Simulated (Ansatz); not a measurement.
`[SiH3][CH2][SnH2][Cl]` at its PBE0-D4/def2-TZVP geometry, where that method's forces vanish. Total charge 0; spin multiplicity 1. Sn: def2 effective core potential.

```xyz
11

Si   -0.6926    0.7890    1.3105
C     0.2887    0.7885   -0.2822
Sn    0.4064   -1.1111   -1.2473
Cl    1.4855   -2.5303    0.2667
H    -0.0558   -0.0994    2.3145
H    -0.7824    2.1648    1.8704
H    -2.0722    0.2992    1.0426
H    -0.1605    1.4829   -0.9990
H     1.3156    1.1163   -0.1019
H    -1.1222   -1.8077   -1.5343
H     1.3895   -1.0922   -2.6401
```

(1) What forces (eV/Å) does ωB97M-V/def2-TZVPP give on these atoms in Ansatz 0.2.0? (Best estimate.)

Answers

(1) The calculation gave: 
```
Si1 -0.068  0.023  0.130
C2   0.029 -0.024 -0.063
Sn3 -0.039  0.011 -0.096
Cl4 -0.002  0.007  0.008
H5  -0.069  0.095 -0.116
H6   0.009 -0.162 -0.064
H7   0.151  0.047  0.023
H8   0.038 -0.040  0.063
H9  -0.079 -0.013 -0.011
H10  0.105  0.051  0.021
H11 -0.075  0.003  0.105
```
